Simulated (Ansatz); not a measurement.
C2H7AlN, SMILES `[CH2][Al]([CH3])[NH2]` radical at its PBE0-D4/def2-TZVP geometry, where that method's forces vanish. The species carries charge 0 and has multiplicity 2.

```json
{"atom": "C1", "x (Å)": "-0.1803", "y (Å)": "0.9770", "z (Å)": "-1.7498"}
{"atom": "Al2", "x (Å)": "-0.0676", "y (Å)": "-0.0847", "z (Å)": "-0.1455"}
{"atom": "C3", "x (Å)": "0.6600", "y (Å)": "0.5910", "z (Å)": "1.5338"}
{"atom": "N4", "x (Å)": "-0.6701", "y (Å)": "-1.7505", "z (Å)": "-0.2330"}
{"atom": "H5", "x (Å)": "-0.5910", "y (Å)": "0.6240", "z (Å)": "-2.6952"}
{"atom": "H6", "x (Å)": "0.1605", "y (Å)": "2.0089", "z (Å)": "-1.8251"}
{"atom": "H7", "x (Å)": "-0.0181", "y (Å)": "1.3184", "z (Å)": "1.9921"}
{"atom": "H8", "x (Å)": "0.8272", "y (Å)": "-0.2039", "z (Å)": "2.2652"}
{"atom": "H9", "x (Å)": "1.6126", "y (Å)": "1.1065", "z (Å)": "1.3790"}
{"atom": "H10", "x (Å)": "-1.0709", "y (Å)": "-2.1791", "z (Å)": "-1.0513"}
{"atom": "H11", "x (Å)": "-0.6624", "y (Å)": "-2.4076", "z (Å)": "0.5299"}
```

Question: For each bond, give half the difference of the two atoms' forces along it (eV/Å; positive pushes the atoms apart) under PBE-D4, r2SCAN-D4, B3LYP-D4, ωB97M-V in def2-TZVPP. (Best estimate.)

Answer: Ansatz gave: 
```json
{"bond": "C1–Al2", "length (Å)": "1.927", "PBE-D4": "-0.12", "r2SCAN-D4": "0.00", "B3LYP-D4": "0.00", "ωB97M-V": "0.05"}
{"bond": "C1–H5", "length (Å)": "1.089", "PBE-D4": "0.13", "r2SCAN-D4": "-0.01", "B3LYP-D4": "-0.05", "ωB97M-V": "-0.08"}
{"bond": "C1–H6", "length (Å)": "1.089", "PBE-D4": "0.15", "r2SCAN-D4": "-0.01", "B3LYP-D4": "-0.05", "ωB97M-V": "-0.09"}
{"bond": "Al2–C3", "length (Å)": "1.951", "PBE-D4": "-0.08", "r2SCAN-D4": "-0.04", "B3LYP-D4": "0.04", "ωB97M-V": "0.00"}
{"bond": "Al2–N4", "length (Å)": "1.774", "PBE-D4": "0.06", "r2SCAN-D4": "0.00", "B3LYP-D4": "0.03", "ωB97M-V": "0.03"}
{"bond": "C3–H7", "length (Å)": "1.095", "PBE-D4": "0.12", "r2SCAN-D4": "0.01", "B3LYP-D4": "-0.04", "ωB97M-V": "-0.05"}
{"bond": "C3–H8", "length (Å)": "1.093", "PBE-D4": "0.11", "r2SCAN-D4": "0.00", "B3LYP-D4": "-0.04", "ωB97M-V": "-0.04"}
{"bond": "C3–H9", "length (Å)": "1.094", "PBE-D4": "0.12", "r2SCAN-D4": "0.01", "B3LYP-D4": "-0.03", "ωB97M-V": "-0.04"}
{"bond": "N4–H10", "length (Å)": "1.007", "PBE-D4": "0.21", "r2SCAN-D4": "0.03", "B3LYP-D4": "0.01", "ωB97M-V": "-0.01"}
{"bond": "N4–H11", "length (Å)": "1.007", "PBE-D4": "0.21", "r2SCAN-D4": "0.03", "B3LYP-D4": "0.00", "ωB97M-V": "-0.02"}
```

B3LYP here is the variant with VWN-RPA as its local correlation; programs differ in this.
